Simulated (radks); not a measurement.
Task: The gallium ion Ga7+ is in [Ar] 3d6. All-electron calculation, scalar-relativistic Kohn-Sham, PBE, spin-polarised, spherical densities, finite nucleus; Fermi nuclear charge, rms radius of each element as measured or else 0.836 A^(1/3) + 0.57 fm. Program: a radial shooting solver on a logarithmic mesh with Libxc functionals. Open shells are filled with parallel spins first. One electron is removed from 3p, 2p, 3d, 3s in turn, with full relaxation. Which removal costs least, and what does each cost?

Result: 3d 170.36 eV; 3p 252.69 eV; 3s 303.19 eV; 2p 1294.6 eV. The 3d electron leaves first.
